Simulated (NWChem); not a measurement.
Species: GeSiN2H6; SMILES [NH]1[SiH2][NH][GeH2]1

```xyz
10

N     -0.0633    -1.2384    -0.4229
Si     0.0000     0.0000    -1.6612
N      0.0633     1.2384    -0.4229
Ge     0.0000     0.0000     0.9807
H      0.4064    -2.1344    -0.4214
H     -1.1910     0.1062    -2.5563
H      1.1910    -0.1062    -2.5563
H     -0.4064     2.1344    -0.4214
H      1.2694    -0.0755     1.8749
H     -1.2694     0.0755     1.8749
```
Atoms are numbered in this order, from 1.

Results from NWChem. Pople sets run with spherical d functions. Geometry: optimised at B3LYP/6-31G* (spherical d).

Problem. Taking B3LYP/6-311G** as the yardstick, which of these has the fewest basis functions while keeping “highest occupied level (eV)” within 0.05 eV of it: B3LYP/STO-3G; B3LYP/3-21G; B3LYP/6-31G*?

Solution. none of them.
```json
[
 {"level": "B3LYP/STO-3G", "basis functions": "43", "highest occupied level (eV)": "-2.72", "relative time (rough)": "1"},
 {"level": "B3LYP/3-21G", "basis functions": "65", "highest occupied level (eV)": "-6.28", "relative time (rough)": "1"},
 {"level": "B3LYP/6-31G*", "basis functions": "90", "highest occupied level (eV)": "-6.57", "relative time (rough)": "5"},
 {"level": "B3LYP/6-311G**", "basis functions": "142", "highest occupied level (eV)": "-6.75", "relative time (rough)": "8"}
]
```

The yardstick is one finite set, not the basis-set limit.
